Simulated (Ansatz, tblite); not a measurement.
Removing an electron: [CuF4]- (CuF4⁻). The state is a singlet with charge -1. Geometry: r2SCAN-D4/def2-SVPD. Ansatz, gas phase; energy differences of separate SCF runs; the oxidised species was run as a doublet alone.

```xyz
5

Cu    0.000    0.000    0.000
F    -0.800   -0.778    1.377
F     1.108    0.826    1.110
F     0.800    0.778   -1.377
F    -1.108   -0.826   -1.110
```

The xTB rows come from tblite. HOMO above LUMO, or a gap near zero within one spin, warns that the state may not be the lowest or that an electron is smeared out.

Q: Estimate orbital energies and vertical ionisation energies at: GFN1-xTB; GFN2-xTB; PBE-D4/def2-TZVPD; r2SCAN-D4/def2-TZVPD; PBE0-D4/def2-TZVPD.

A: 
| level | −HOMO (eV) | vertical IE (eV) | −LUMO (eV) | HOMO–LUMO gap (eV) | remarks |
| --- | --- | --- | --- | --- | --- |
| GFN1-xTB | 5.64 | 9.15 | 3.88 | 1.76 | – |
| GFN2-xTB | 7.39 | 11.13 | 5.02 | 2.36 | – |
| PBE-D4/def2-TZVPD | 2.62 | 6.13 | 0.91 | 1.71 | gap within one spin near zero (doublet) |
| r2SCAN-D4/def2-TZVPD | 3.09 | 6.48 | 0.97 | 2.12 | – |
| PBE0-D4/def2-TZVPD | 4.75 | 7.11 | 0.09 | 4.66 | – |

  Raw xTB energy differences between charge states are shifted by several eV; the methods need an empirical correction for them.
